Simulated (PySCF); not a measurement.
# UHF on Bi (bismuth, neutral)

Configuration: [Xe] 4f14 5d10 6s2 6p3, high-spin 4S determinant. Computed with PySCF 2.14 in aug-cc-pwCVDZ-PP with ECP60MDF (6s5p4d1f, 48 functions), with a scalar-relativistic core potential.

```
Total energy             : -213.591532 hartree
One-electron energy      : -372.8716 hartree
Hartree (Coulomb) energy : 175.4185 hartree
Exchange energy          : -16.1385 hartree
⟨S²⟩                     : 3.7564
⟨L²⟩                     : 0.000
Sum of ⟨r⟩               : 33.54 bohr
Sum of ⟨r²⟩              : 67.99 bohr²
```

| shell | electrons | mean orbital energy (eV) | rms radius, mean of both spins (bohr) |
| --- | --- | --- | --- |
| 5s α | 1 | -181.95 | 0.899 |
| 5s β | 1 | -181.64 | 0.899 |
| 5p α | 3 | -115.95 | 1.02 |
| 5p β | 3 | -115.72 | 1.02 |
| 5d α | 5 | -35.818 | 1.32 |
| 5d β | 5 | -35.435 | 1.32 |
| 6s α | 1 | -21.237 | 2.40 |
| 6s β | 1 | -15.735 | 2.40 |
| 6p α | 3 | -8.688 | 3.22 |

Energies and moments cover only the electrons outside the core potential. Spin-orbit coupling, which splits the p, d and f shells strongly at this Z, is absent. Spin-orbit coupling is strong in this species (close to jj coupling), so the high-spin LS determinant is a model state, not a physical level.
